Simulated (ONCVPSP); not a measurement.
# Scattering properties, ONCV potential for La (Z = 57)

lanthanum, optimised norm-conserving Vanderbilt (ONCV), made with ONCVPSP 4.0.1 (PBE, scalar-relativistic). Core [Kr] 4d10, reference 5s2 5p6 5d1 (charge +2). Waves: 5s: rc 2.75 bohr, ncon 3, nbas 7, qcut 5.5 1/bohr, 3 projectors, debl 2.3 Ha; 5p: rc 3.00 bohr, ncon 5, nbas 9, qcut 4.3 1/bohr, 2 projectors, debl 2.4 Ha; 5d: rc 3.85 bohr, ncon 5, nbas 10, qcut 3.9 1/bohr, 2 projectors, debl 3.5 Ha; f scattering state at 0.03 Ha: rc 3.05 bohr, ncon 4, nbas 7, qcut 3.2 1/bohr, 2 projectors, debl 1.6 Ha. Local part: polynomial inside 2.55 bohr (lpopt 5, dvloc0 6 Ha). Core correction: none.

In the s channel the program set the typed energies aside and used -1.893, 0.050, 2.350 Ha. In the p channel the program set the typed energies aside and used -1.283, 0.050 Ha. In the f channel the program set the typed energies aside and used -0.624, 0.976 Ha.

The phase is arctan(r·R′/R) of the radial function R(r), unwrapped; energies in Ha, scanned from -3 to 5 Ha. A pole is an energy at which the radial function vanishes at the test radius. The pseudo phase is shifted by a multiple of π to meet the all-electron one at the reference energy, and phase errors are pseudo minus all-electron; the curves can meet again beyond the range given. Levels narrower than the energy grid can be missing from the lists of poles.

| channel | radius (bohr) | reference energy (Ha) | poles, all-electron | poles, pseudo | unbroken range about the reference energy with phases within 0.05 rad | phase error 1 Ha above the reference energy (rad) |
| --- | --- | --- | --- | --- | --- | --- |
| s | 2.79 | -1.89 | -1.80, 1.52 | -1.80, 1.52 | the whole range | -0.000 |
| p | 3.05 | -1.28 | -1.18, 1.50 | -1.18, 1.50 | below 2.9 | +0.000 |
| d | 3.90 | -0.54 | -0.43, 1.06, 3.42 | -0.43, 1.16, 3.44 | below -0.1 | +0.051 |
| f | 3.09 | -0.62 | -0.60, 1.06, 3.78 | -0.60, 1.06 | below -0.3 | +0.039 |

Phases in the d channel:

| E (Ha) | all-electron | pseudo |
| --- | --- | --- |
| -2.98 | 1.442 | 1.442 |
| -2.54 | 1.427 | 1.427 |
| -2.10 | 1.406 | 1.406 |
| -1.66 | 1.371 | 1.371 |
| -1.22 | 1.301 | 1.301 |
| -0.78 | 0.951 | 0.953 |
| -0.34 | -1.700 | -1.697 |
| 0.10 | -3.008 | -2.795 |
| 0.54 | -4.523 | -4.484 |
| 0.98 | -4.693 | -4.670 |
| 1.42 | -4.804 | -4.774 |
| 1.86 | -5.124 | -5.002 |
| 2.30 | -7.533 | -7.485 |
| 2.74 | -7.760 | -7.759 |
| 3.18 | -7.828 | -7.828 |
| 3.62 | -7.875 | -7.871 |
| 4.06 | -7.932 | -7.916 |
| 4.50 | -8.082 | -7.994 |
| 4.94 | -10.388 | -8.342 |
